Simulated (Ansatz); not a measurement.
CH6S2Si can be A, `C[SiH](S)S`, or B, `C[SiH2]SS`.

Calculated with Ansatz (gas phase, PBE0-D4/def2-TZVP geometries, no zero-point term in ΔE). CCSD(T)/CBS is the MP2 limit (def2-TZVPP, def2-QZVPP) plus CCSD(T) − MP2 in def2-TZVPP, frozen cores. DFT in def2-TZVPP. B3LYP here is the variant with VWN-RPA as its local correlation; programs differ in this. One conformer a species, not always the lowest.

A:

Z-matrix (Å, degrees):
```
C
Si 1 1.860
H 1 1.093 2 110.6
H 1 1.092 2 110.8 3 120.2
H 1 1.092 2 110.0 3 -120.0
S 2 2.139 1 105.5 3 -59.3
S 2 2.138 1 113.5 3 177.4
H 2 1.484 1 111.7 3 62.0
H 6 1.343 2 94.6 1 -176.3
H 7 1.344 2 94.5 1 63.3
```

B:

```xyz
10

C     1.4327   -0.3255   -0.0073
Si    0.0357    0.9035   -0.0088
S    -1.6178    0.2521   -1.2207
S    -2.0681   -1.4847   -0.1989
H     1.8228   -0.4684   -1.0169
H     2.2447    0.0286    0.6335
H     1.0895   -1.2891    0.3742
H    -0.4589    1.1476    1.3718
H     0.4418    2.1957   -0.6266
H    -2.9223   -0.9597    0.6997
```

Problem. Which isomer does CCSD(T)/CBS put lower? Give the gap. (Best estimate.)

Solution. Ansatz gave: A, by 25.7 kcal/mol.

Problem. Give E(B) − E(A) in kcal/mol with LDA (SPW92), CCSD/def2-TZVPP, B3LYP-D4, PBE-D4, CCSD(T)/def2-TZVPP, HF/def2-TZVPP, B2PLYP. (Best estimate.)

Solution. Ansatz gave: LDA (SPW92) 24.6, CCSD/def2-TZVPP 26.6, B3LYP-D4 24.1, PBE-D4 23.9, CCSD(T)/def2-TZVPP 26.4, HF/def2-TZVPP 26.1, B2PLYP 25.2. None reverses the order clearly.

Problem. Does the order hold for the free energy at 298.15 K (harmonic terms from PBE0-D4)? (An estimate is asked.)

Solution. Computed: Yes: G(B) − G(A) = +25.7 kcal/mol, for one conformer each.

Largest T1 diagnostic: 0.011.

From PBE to PBE0 (25 % exact exchange), in def2-TZVPP and without D4, E(B) − E(A) moves by +1.3 kcal/mol. At CCSD(T), def2-SVP lies +2.2 kcal/mol from the extrapolated value and def2-TZVPP +0.7 kcal/mol.
